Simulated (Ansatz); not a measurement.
Calculated with Ansatz (gas phase, PBE0-D4/def2-TZVP geometries, no zero-point term in ΔE). CCSD(T)/CBS is the MP2 limit (def2-TZVPP, def2-QZVPP) plus CCSD(T) − MP2 in def2-TZVPP, frozen cores. def2 core potentials past Kr. For Zr outer-core shells are correlated without core-valence functions, which leaves a few kJ/mol of doubt a bond. One conformer a species, not always the lowest.

`B[CH2][AlH][CH3]` + `[CH3][Zr]([OH])([F])[F]` → `B[CH2][AlH][OH]` + `[CH3][Zr]([CH3])([F])[F]`  (redistribution)

```
                   species  CCSD(T)/def2-SVP energy (Eh)
        `B[CH2][AlH][CH3]`                    -347.34820
 `[CH3][Zr]([OH])([F])[F]`                    -361.45519
         `B[CH2][AlH][OH]`                    -383.22633
`[CH3][Zr]([CH3])([F])[F]`                    -325.55438
```

Task: Work out ΔE.

Result: ΔE = (-383.22633) + (-325.55438) − (-347.34820) − (-361.45519) = 0.02268 Eh = +59.5 kJ/mol. CCSD(T)/CBS gives +40.4 kJ/mol.

Largest T1 diagnostic among the species: 0.017.

At CCSD(T), def2-SVP lies +19.1 kJ/mol from the extrapolated value and def2-TZVPP +0.2 kJ/mol. Leaving LDA and LC-ωPBE aside and taking each functional with its dispersion term where it has one, the values, not all of them listed here, spread over 5.2 kJ/mol, from r2SCAN-D4 to ωB97X-V. LDA lies +3.3 kJ/mol from PBE without D4.
